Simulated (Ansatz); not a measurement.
Geometry optimisation, RHF/6-31G* (Ansatz).

Input:

```yaml
crystal:
  periodic: [false, false, false]
  atoms:
    - { symbol: Si, position_ang: [0.448956, 0.235606, -0.247415] }
    - { symbol: H, position_ang: [-1.081595, 0.143674, 1.941064] }
    - { symbol: Cl, position_ang: [1.590957, 0.224768, -1.969625] }
    - { symbol: H, position_ang: [-0.800892, 0.91933, -0.564259] }
    - { symbol: H, position_ang: [0.249229, -1.163323, 0.124898] }
    - { symbol: O, position_ang: [1.25876, 1.053545, 0.931442] }
    - { symbol: Si, position_ang: [2.667891, 1.481013, 1.66183] }
    - { symbol: H, position_ang: [3.456037, 0.275969, 1.974704] }
    - { symbol: H, position_ang: [3.455236, 2.365473, 0.788766] }
    - { symbol: H, position_ang: [2.332548, 2.184951, 2.908904] }
    - { symbol: H, position_ang: [-0.535225, 0.535393, 2.136492] }
basis:
  gaussian: { orbitals: "6-31G*" }
hamiltonian:
  xc: hf
relax:
  f_tol: 0.03
  max_steps: 50
```

Run as:

```bash
$ ansatz run input.yaml --threads 1 --pin off --max-ram 2048MiB --backend cpu --events-out ev --progress --plain --runs-dir out
```

Question: Where does it end, and by what steps?

Answer: The run converged. After 10 steps the energy has fallen by 0.268 eV; H2 moved furthest, 1.14 Å.

```tsv
step	energy less start (eV)	largest force component (eV/Å)	accepted
0	0.0000	1.170	yes
1	-0.1459	0.567	yes
2	-0.2126	0.267	yes
3	-0.2454	0.096	yes
4	-0.2581	0.134	yes
5	-0.2625	0.088	yes
6	-0.2653	0.035	yes
7	-0.2665	0.050	yes
8	-0.2671	0.059	yes
9	-0.2674	0.041	yes
10	-0.2675	0.030	yes
```

```xyz
11
Properties=species:S:1:pos:R:3
Si 0.693 0.253 -0.537
H -1.803 0.038 2.823
Cl 1.782 0.221 -2.293
H -0.551 0.970 -0.811
H 0.447 -1.142 -0.164
O 1.527 1.015 0.613
Si 2.780 1.488 1.560
H 3.576 0.315 1.958
H 3.631 2.435 0.824
H 2.234 2.141 2.759
H -1.273 0.523 2.956
```

Run time: 14 s on 1 thread of AMD EPYC 9R45 96-Core Processor (Zen 5), on a shared host, peak memory 0.19 GiB.
